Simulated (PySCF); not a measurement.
## Excitation energy of Be by level of theory

Be [He] 2s2 (1S) → Be [He] 2s1 2p1 (3P), as a difference of total energies. All numbers are calculated (PySCF 2.14, scalar relativity by spin-free X2C-1e, in aug-cc-pCVTZ-DK (7s6p4d2f, 59 functions)). Correlated levels: valence and next inner shell: nothing frozen. The calculations carry no spin-orbit coupling.

| method | excitation energy (cm⁻¹) | error (cm⁻¹) |
| --- | --- | --- |
| UHF | 13065 | -8915 |
| MP2 (valence and next inner shell) | 18902 | -3078 |
| SCS-MP2 (valence and next inner shell) | 20583 | -1397 |
| CCSD (valence and next inner shell) | 21966 | -14 |
| CCSD(T) (valence and next inner shell) | 22051 | +71 |

Reference: 21980 cm⁻¹ (measured; NIST levels, between the centres of gravity of the two terms).

Errors of the correlated levels include the incompleteness of this basis.
